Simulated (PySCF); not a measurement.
C3H10SSi, SMILES CC[SiH2]SC, singlet at its GFN2-xTB optimised geometry (Å):

```
15

C      2.5764    -1.5598     0.0136
C      1.0594    -1.4357     0.0043
Si     0.5004     0.3700     0.0000
S     -1.6452     0.3700     0.0000
C     -1.9322     2.1641     0.0000
H      2.8811    -2.6048     0.0166
H      2.9956    -1.0812     0.8953
H      3.0065    -1.0829    -0.8637
H      0.6496    -1.9499     0.8752
H      0.6606    -1.9505    -0.8713
H      0.9413     1.0984     1.1920
H      0.9408     1.0926    -1.1959
H     -1.5046     2.6017     0.8963
H     -3.0065     2.3130    -0.0104
H     -1.4869     2.6048    -0.8860
```

Computed with CAM-B3LYP/def2-TZVP (PySCF).

Map of the Laplacian of the electron density (e/bohr⁵), clipped to [-1.50, 1.50] on the plane z = 1.2 Å:

```
|9999999999999999999999999|
|9999999999999999999999999|
|9999999999999999999999999|
|9999999999999999999999999|
|9999999999999999999999999|
|9999999999999999999999999|
|9999999999999999999999999|
|9999999999999999999999999|
|9999999999999999999999999|
|9999999999999969999999999|
|9999999999999909999999999|
|9999999999999999999999999|
|9999999999999999999999999|
|9999999999999999999999999|
|9999999999999999999999999|
|9999999999999999999999999|
|9999999999999999999999999|
|9999999999999999999999999|
|9999999999999999999999999|
|9999999999999999999999999|
|9999999999999999999999999|
|9999999999999999999999999|
|9999999999999999999999999|
|9999999999999999999999999|
|9999999999999999999999999|
```
Scale: ten equal steps from -1.50 (start of '0') to 0.105 (end of '9'), in the order '0123456789'; x runs from -5.50 to 5.50, y from -5.50 (bottom) to 5.50 (top).
